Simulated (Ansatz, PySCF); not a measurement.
Reaction (SMILES): [H][S@OH27]([H])([H])([H])([H])[H] (H6S) → [H][S@OH20-]([H])([H])([H])[H] + H+
Geometries: B3LYP-D3(BJ)/def2-TZVP minima from Ansatz (a program for electronic structure).

Quantity: gas-phase deprotonation energy (0 K, with B3LYP-D3(BJ) harmonic zero-point energies from PySCF), in kJ/mol. Cores are frozen in the correlated levels unless marked. No spin-orbit coupling. No relativistic terms. Anions need diffuse functions: aug- sets have them; def2-D sets add few; the other sets have none. CBS(X,Y): correlation extrapolated as X^-3; Hartree-Fock from the larger set. [CCSD(T)-MP2]/basis is that difference in the basis named.

RI-MP2/CBS(aug-cc-pV(T+d)Z,aug-cc-pV(Q+d)Z)+[CCSD(T)-MP2]/aug-cc-pV(T+d)Z (Ansatz) gives 1421.5 kJ/mol.

Question: Another calculation gave 1384.2 kJ/mol. Which level was it?
A) r2SCANh/def2-TZVPD (Ansatz)
B) PBE/def2-TZVPD (Ansatz)
C) M06-L/def2-TZVPD (PySCF)
D) SVWN5/def2-TZVPD (Ansatz)

Answer: B, PBE/def2-TZVPD (Ansatz). The others give 1458.9 (M06-L), 1418.9 (r2SCANh), 1344.8 (SVWN5) kJ/mol.
